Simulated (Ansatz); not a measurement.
Reaction (ligand exchange at the Si–N bond): `O/[C]([GaH2])=N/[SiH3]` + `CC[SiH2]O` → `CC[SiH2]O[SiH3]` + `N=[C](O)[GaH2]`

Program: Ansatz. Geometries: PBE0-D4/def2-TZVP. ΔE: electronic, gas phase. CCSD(T)/CBS adds triple-zeta CCSD(T) − MP2 to the extrapolated MP2 energy (def2 sets, frozen cores). Functionals use def2-TZVPP. For Ga outer-core shells are correlated without core-valence functions, which leaves a few kJ/mol of doubt a bond. Scalar relativity is left out up to krypton. One conformer a species, not always the lowest.

`O/[C]([GaH2])=N/[SiH3]`:

Z-matrix (Å, degrees):
```
Si
N 1 1.714
H 1 1.482 2 113.7
H 1 1.482 2 113.7 3 127.5
H 1 1.541 2 106.7 3 -116.3
C 2 1.277 1 113.9 3 116.3
Ga 6 2.024 2 122.3 1 0.0
O 6 1.337 2 120.0 1 -180.0
H 7 1.564 6 118.0 2 -94.7
H 7 1.564 6 118.0 2 94.6
H 8 0.973 6 107.1 2 -0.0
```

`CC[SiH2]O`:

Cartesian coordinates in Å:
```
C 0.127 1.483 -0.233
C 0.830 0.134 -0.357
Si -0.098 -1.270 0.453
O -1.603 -1.486 -0.195
H -0.032 1.757 0.814
H -0.851 1.467 -0.721
H 0.704 2.287 -0.696
H 0.990 -0.119 -1.411
H 1.827 0.178 0.099
H -0.213 -0.988 1.915
H 0.614 -2.557 0.246
H -2.295 -0.887 0.085
```

`CC[SiH2]O[SiH3]`:

```xyz
15

C     1.056    0.619    1.600
C     0.986   -0.717    0.865
Si    0.791   -0.555   -0.983
O    -0.557    0.302   -1.358
Si   -2.176    0.417   -1.193
H     1.185    0.481    2.676
H     1.893    1.226    1.244
H     0.145    1.204    1.452
H     0.158   -1.324    1.250
H     1.894   -1.305    1.046
H     1.945    0.180   -1.565
H     0.704   -1.904   -1.609
H    -2.635    1.642   -1.891
H    -2.543    0.504    0.247
H    -2.845   -0.772   -1.783
```

`N=[C](O)[GaH2]`:

Cartesian coordinates in Å:
```
N 0.499 -1.490 0.297
C -0.223 -0.449 0.247
O -1.459 -0.489 0.784
Ga 0.291 1.302 -0.567
H 1.404 -1.339 -0.139
H -1.578 -1.385 1.140
H 1.731 1.312 -1.190
H -0.665 2.538 -0.571
```

Is it downhill or uphill in electronic energy at CCSD(T)/CBS, and by how much? (Best estimate.)

Ansatz gave: Downhill: ΔE = -10.3 kcal/mol.

What do these levels give: PBE-D4, ωB97X-V, PBE, r2SCAN, CCSD(T)/def2-TZVPP, MP2/def2-QZVPP? (Best estimate.)

Ansatz gave: PBE-D4 -7.3, ωB97X-V -10.8, PBE -7.7, r2SCAN -8.8, CCSD(T)/def2-TZVPP -10.3, MP2/def2-QZVPP -10.0 kcal/mol.

Largest T1 diagnostic among the species: 0.015.

From PBE to PBE0 (25 % exact exchange), in def2-TZVPP and without D4, ΔE moves by −1.0 kcal/mol. In def2-TZVPP, CCSD(T) changes the Hartree–Fock value by +6.3 kcal/mol (the triples alone add +1.2 kcal/mol) and MP2 by +6.8 kcal/mol.
